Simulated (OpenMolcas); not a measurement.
# W4+ in a ligand field

W4+ with 6 ligands (fluoride) in trigonal antiprismatic coordination (D3d) at 1.9 Å, a polar angle of 58.0° against the regular 54.74°. A charge of +0.333 e stands 2.4 Å behind each ligand. Ligand basis ANO-RCC-VDZP.

```json
{
 "Program": "OpenMolcas",
 "Method": "SS-CASPT2, IPEA 0.25 Eh, imaginary shift 0.1 Eh (the lowest 17 gerade and 15 ungerade orbitals frozen, chosen by energy and not by shell, so the metal 5p can be frozen and 4f correlated)",
 "Basis": "ANO-RCC-VTZP [8s7p5d3f2g1h]",
 "Scalar Hamiltonian": "DKH2, point nucleus",
 "Active space": "2 electrons in 5 orbitals (5d)",
 "State averaging": "2S+1 = 3 even, 10 roots; 2S+1 = 1 even, 15 roots",
 "Spin-orbit coupling": "RASSI with atomic mean-field integrals over the reference wave functions"
}
```

The lowest spin-free states (labels of D3, the rotations of D3d), above the lowest:

```csv
State,Degeneracy,E (cm-1)
3E,2,0
3A2,1,1420
1E,2,7020
1A1,1,7670
1E,2,9270
1A1,1,19030
3E,2,38080
3A1,1,39290
3E,2,44140
1E,2,45790
3A2,1,45860
1A1,1,46490
1E,2,48580
1A2,1,49190
3A2,1,79180
1E,2,85680
1A1,1,94140
```

The lowest levels with spin-orbit coupling:

```csv
E (cm-1),Degeneracy,Label,2S+1,g
0,2,E,3,0.00 0.00 1.45
220,2,E,3,0.00 0.00 0.57
370,1,A1,3,
3410,1,A2,3,
4530,2,E,3,0.00 0.00 1.57
5170,1,A1,3,
9490,2,E,1,0.00 0.00 1.04
10020,1,A1,1,
11640,2,E,1,0.00 0.00 2.34
21690,1,A1,1,
39460,1,A2,3,
39890,2,E,3,0.00 0.00 0.74
39970,1,A1,3,
40390,2,E,3,0.00 0.00 4.06
41890,1,A2,3,
41960,2,E,3,0.00 0.00 3.22
45070,1,A1,3,
45550,1,A2,3,
46100,2,E,3 (63 %),0.00 0.00 0.39
46400,2,E,3 (88 %),0.00 0.00 0.69
```

Powder χT (cm3 K/mol): 0.0672 at 2 K, 0.0726 at 10 K, 0.0998 at 50 K, 0.129 at 100 K, 0.165 at 200 K, 0.188 at 300 K. The effective moment at 300 K is 2.828 √(χT) = 1.22 μB.

The lowest level has 2S+1 = 3, for which the spin-only value is χT = S(S+1) / 2 = 1.000 cm3 K/mol (g = 2). The computed 0.188 at 300 K differs by -0.812, through orbital momentum, spin-orbit coupling and any other state in reach.

Roots that are degenerate in the reference are averaged as groups; the widest CASPT2 spread within a group is 68 cm-1 (the 2-fold group of multiplicity 3 near 0 cm-1 above the lowest state of its run). Shifts and gaps below about the spread of the groups concerned are not significant. Over all roots computed the reference weight is 0.70 to 0.72; a low but even weight reflects the number of correlated electrons. An orbital doublet at a regular site is open to a Jahn-Teller distortion, which this geometry leaves out. The least metal-like active orbital is 75 % on the metal (Löwdin) and no ligand orbital is active, so the numbers are rough. Ligand-to-metal charge-transfer states are missing. With no ligand orbital active B as a rule stays too high, so bands that hang on it stand too high and its fall with covalency is understated. With one d shell and no ligand orbital active, 10Dq can be off by a tenth or more. The distance lies 4 % under the 1.97 Å that this model takes as the normal distance (a Shannon-type radius plus a fixed donor radius); by an R⁻⁵ law this alone changes a d-shell field by about +20 %. No measured value stands beside these numbers; the geometry is a model, was not optimised and need not be the one that this ion takes.

The CASPT2 steps took 3.9 min on 1 thread of Arm Neoverse V1 (shared host); the integral step is not counted.

With an even number of electrons the g values are those of a degenerate or nearly degenerate non-Kramers pair.
